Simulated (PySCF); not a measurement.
Gas-phase reaction: GeO₂ + 2 F → GeF₂ + 2 O

Computed with PySCF (xtb for GFN2) and rigid-rotor harmonic-oscillator thermochemistry at 1 bar. † marks an energy on the PBE0/def2-TZVP geometry and frequencies; other levels use their own. MP2 and CCSD(T) freeze the core. 6-31G* has spherical d functions here. Open shells (unrestricted): F (multiplicity 2, electronic degeneracy 6), O (multiplicity 3, electronic degeneracy 9); the rest are closed-shell singlets. GFN2 has no spin-polarisation term. Spin-orbit splitting is ignored; it lowers the true energy and changes the entropy of F, O. Ge: all electrons, no relativistic terms. GeO₂: computed as isolated molecules; such fragments, hydroxides, amides, oligomers or adducts are transient or little studied in the gas. MP2 isn't extrapolated to the basis-set limit; its ΔH°(298 K) is -90.5 kJ in def2-SVP and -59.3 kJ in def2-TZVPP. CCSD(T) isn't extrapolated to the basis-set limit; its ΔH°(298 K) is -135.6 kJ in def2-SVP and -109.1 kJ in def2-TZVPP. The harmonic model lacks anharmonicity and excited electronic states, which grow with temperature; levels with a mode under 35 cm⁻¹ are left out. Warning, large T1 diagnostic: GeO₂ (CCSD(T)/def2-SVP†).

```json
[
 {"level": "CCSD(T)/def2-SVP†", "ΔE electronic, kJ": "-131", "ΔH°(298 K), kJ": "-136", "ΔS°(298 K), J/K": "29", "ΔG°(1400 K), kJ": "-175"},
 {"level": "GFN2-xTB", "ΔE electronic, kJ": "589", "ΔH°(298 K), kJ": "583", "ΔS°(298 K), J/K": "33", "ΔG°(1400 K), kJ": "536"},
 {"level": "HF/6-31G*", "ΔE electronic, kJ": "-397", "ΔH°(298 K), kJ": "-401", "ΔS°(298 K), J/K": "28", "ΔG°(1400 K), kJ": "-439"},
 {"level": "MP2/def2-SVP†", "ΔE electronic, kJ": "-86", "ΔH°(298 K), kJ": "-91", "ΔS°(298 K), J/K": "29", "ΔG°(1400 K), kJ": "-130"},
 {"level": "PBE/def2-SVP", "ΔE electronic, kJ": "-73", "ΔH°(298 K), kJ": "-77", "ΔS°(298 K), J/K": "28", "ΔG°(1400 K), kJ": "-115"},
 {"level": "PBE/def2-TZVP†", "ΔE electronic, kJ": "-57", "ΔH°(298 K), kJ": "-62", "ΔS°(298 K), J/K": "29", "ΔG°(1400 K), kJ": "-101"},
 {"level": "PBE0/def2-QZVP†", "ΔE electronic, kJ": "-115", "ΔH°(298 K), kJ": "-119", "ΔS°(298 K), J/K": "29", "ΔG°(1400 K), kJ": "-159"},
 {"level": "PBE0/def2-SVP†", "ΔE electronic, kJ": "-131", "ΔH°(298 K), kJ": "-135", "ΔS°(298 K), J/K": "29", "ΔG°(1400 K), kJ": "-175"},
 {"level": "LDA/def2-TZVP†", "ΔE electronic, kJ": "-27", "ΔH°(298 K), kJ": "-32", "ΔS°(298 K), J/K": "29", "ΔG°(1400 K), kJ": "-72"},
 {"level": "ωB97X-V/def2-TZVP†", "ΔE electronic, kJ": "-122", "ΔH°(298 K), kJ": "-127", "ΔS°(298 K), J/K": "29", "ΔG°(1400 K), kJ": "-167"}
]
```
ΔH° is lowest at HF/6-31G* and highest at GFN2-xTB. No reference value is set beside these.
